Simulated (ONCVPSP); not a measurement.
# aluminium: one change to an ONCV potential, before and after

ONCVPSP 4.0.1 input, shortened (lines: element, Z, core and valence counts, functional; n l f; lmax; l rc ep ncon nbas qcut; lloc lpopt rc5 dvloc0; l nproj debl; icmod fcfact rcfact), PBE, scalar-relativistic:

```
  Al 13.00    3    2        4      upf
    1    0    2.00
    2    0    2.00
    2    1    6.00
    3    0    2.00
    3    1    1.00
    1
    0    1.95    0.00    4    7    4.00
    1    1.90    0.00    4    7    3.80
    4    5    1.70    1.00
    0    2    0.40
    1    2    3.80
    3    2.75    1.65
```

Change: all radii but the core radius scaled by about 1.31 (s 2.56, p 2.50 bohr); local potential polynomial inside 2.24 bohr (lpopt 5, dvloc0 1 Ha).

Cutoffs: the cutoffs (Ha) at which the residual kinetic energy of the hardest occupied pseudo-wave falls to 1 and 0.1 mHa per electron; they do not see the model core or the augmentation charge, which bear on the density cutoff. Errors are all-electron minus pseudo energies relative to the spin-unpolarised reference configuration.

Task: What does the change do?

Result: The potential gets softer (5.8 Ha and 7.6 Ha → 5.0 Ha and 6.5 Ha); of the 4 tests that both files solve, the error grows in 1 and shrinks in 0 by more than 15 % and 0.3 meV (median size 6.8 → 8.6 meV); neither file shows a bound ghost. A larger radius leaves more room for a smooth pseudo-wave, so fewer plane waves are needed.

```tsv
quantity	base	changed
cutoff, loose	5.8 Ha	5.0 Ha
cutoff, tight	7.6 Ha	6.5 Ha
loose cutoff by channel	s 5.8 Ha, p 2.1 Ha	s 5.0 Ha, p 2.0 Ha
bound ghosts	none	none
GHOST(+) flags under 300 eV	none	none
error for 3s2 3p0, meV [ΔE 5.76 eV]	-3.5	-3.4
error for 3s1 3p0, meV [ΔE 24.99 eV]	-60	-64
error for 3s2 3p0.5, meV [ΔE 2.09 eV]	-0.2	-0.2
error for 3s1 3p1, meV [ΔE 11.57 eV]	-10	-14
rms error of d²Exc/dni dnj with the model core, mHa	1.51	1.59
```

Base: The cutoffs count occupied waves only; projector 2 of the p channel, the hardest unoccupied one, needs 41 Ha at the loose tolerance. Changed file: The cutoffs count occupied waves only; projector 2 of the p channel, the hardest unoccupied one, needs 18 Ha at the loose tolerance.
